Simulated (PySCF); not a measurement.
CH₅Ge, SMILES [GeH3][CH2], multiplicity 2. Atoms are numbered in the order given.

```xyz
7

C      1.5687    -0.1879     0.0052
Ge    -0.3452     0.0422    -0.0019
H      2.2536     0.6610     0.0207
H      2.0287    -1.1776     0.0101
H     -0.9604    -0.4195     1.3471
H     -0.6995     1.5301    -0.2268
H     -0.9894    -0.8176    -1.1197
```
Charge 0, spin multiplicity 2.

Geometry: PBE-D3(BJ)/def2-TZVP. The isomer is the one that the SMILES or the coordinates give; other isomers of the formula were not compared.

All values below come from PySCF with r2SCAN/def2-TZVPD.

The molecule is in vacuum.

```json
{
 "total_energy": "-2118.01973 hartree",
 "α spin, highest occupied and lowest empty level": "-5.99 and 0.22 eV",
 "β spin, highest occupied and lowest empty level": "-8.37 and -2.67 eV",
 "dipole_moment": "0.52 D",
 "quadrupole, principal values (traceless, Buckingham form, about the centre of nuclear charge)": "-1.83, 0.72, 1.11 D·Å",
 "mean_static_polarisability": "47.0 bohr³ (6.96 Å³)",
 "polarisability_principal_values": "43.2, 44.4, 53.2 bohr³",
 "⟨S²⟩": "0.758 (pure state 0.75)"
}
```
